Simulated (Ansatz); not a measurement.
`O[BH][GaH][GeH3]` + HCl → `[Cl][GaH][GeH3]` + `BO` at 500 K and 1 bar (cleavage of the Ga–B bond).

Computed with Ansatz on PBE0-D4/def2-TZVP structures; ΔE is electronic, products minus reactants. CCSD(T)/CBS is the MP2 limit (def2-TZVPP, def2-QZVPP) plus CCSD(T) − MP2 in def2-TZVPP, frozen cores. This one scheme is used for every species. For Ga, Ge outer-core shells are correlated without core-valence functions, which leaves a few kJ/mol of doubt a bond. Scalar relativity is left out up to krypton. One conformer a species, not always the lowest.

| species | CCSD(T)/CBS energy (Eh) | H − E (kJ/mol) | S (J/(mol·K)) |
| --- | --- | --- | --- |
| `O[BH][GaH][GeH3]` | -4103.64889 | 201.1 | 461.0 |
| HCl | -460.38127 | 32.5 | 201.9 |
| `[Cl][GaH][GeH3]` | -4462.28367 | 121.9 | 414.4 |
| `BO` | -101.80414 | 113.6 | 256.0 |

H − E and S are ideal-gas, rigid-rotor, harmonic terms from PBE0-D4/def2-TZVP, for one conformer and one mirror image of each species. 1 Eh = 2625.50 kJ/mol, R = 8.31446 J/(mol·K).

**Question.** By hand: ΔE, ΔH, ΔS and ΔG.

**Answer.** ΔE = (-4462.28367) + (-101.80414) − (-4103.64889) − (-460.38127) = -0.05765 Eh = -151.4 kJ/mol. Δ(H − E) = 121.9 + 113.6 − 201.1 − 32.5 = 1.9, so ΔH = -149.5 kJ/mol. ΔS = 414.4 + 256.0 − 461.0 − 201.9 = 7.5 J/(mol·K). ΔG = -149.5 − 500 × (7.5)/1000 = -153.2 kJ/mol.

**Question.** By hand: the equilibrium constant, and the temperature at which ΔG would vanish if ΔH and ΔS stayed fixed.

**Answer.** log₁₀ K = −ΔG/(RT ln 10) = 16.0. ΔH and −TΔS have one sign here, so there is no such temperature.

The number of gas molecules stays the same, so ΔS is small and ΔH decides. A doubt of 5 kJ/mol in ΔE shifts log₁₀ K by 0.5 here. Other conformers and mirror images would add mixing entropy, several J/(mol·K) or more a flexible species. Modes under 60 cm⁻¹, often nearly free rotors, make the harmonic entropy too high. These are equilibria of isolated gas molecules and say nothing of rates. Largest T1 diagnostic: 0.014 (customary marks: 0.02 for closed shells, 0.045 for open ones).

ΔS is within the doubt of such terms, so its sign, and with it that verdict, could turn.
